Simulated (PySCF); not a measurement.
**Worked example: chemical shift, span and skew from a shielding tensor**

C₅H₃Br, SMILES C(C#C)=C=CBr. Atoms are numbered in the order given.

```xyz
9

C      3.8627    -0.8684     0.9939
C      2.9774    -0.0706     0.7492
C      1.9705     0.8912     0.4505
C      0.6710     0.6811     0.5968
C     -0.6104     0.4832     0.7263
Br    -1.6854    -0.2194    -0.6865
H      4.6359    -1.5805     1.2118
H      2.3075     1.8699     0.0796
H     -1.1804     0.6921     1.6347
```

Coordinates come from a TPSSh-D3(BJ)/def2-SVP optimisation. The structure was generated by enumeration, and PubChem lists no compound with its InChIKey, so it may never have been made.

GIAO shieldings from PBE/pcSseg-1 (PySCF), non-relativistic, no solvent. The symmetric part of the tensor of C5 has the principal values 15.6, 94.8, 137.2 ppm. The same nucleus in TMS has σ = 182.0 ppm at this level (PySCF, at its B3LYP-D3(BJ)/def2-TZVP geometry). Without spin–orbit terms, shifts of atoms bonded to Cl or Br come out too high.

Question: Work out the isotropic shielding, the ¹³C shift against TMS, the span and the skew.

Answer: 
σ(iso) = (σ11 + σ22 + σ33)/3 = 82.5 ppm. δ = σ(ref) − σ(iso) = 182.0 − (82.5) = 99.5 ppm.
Span Ω = σ33 − σ11 = 121.6 ppm. Skew κ = 3(σ(iso) − σ22)/Ω = -0.30. Tumbling in solution averages the tensor to δ; in a static solid the shielding alone would spread this spin-1/2 line over Ω.
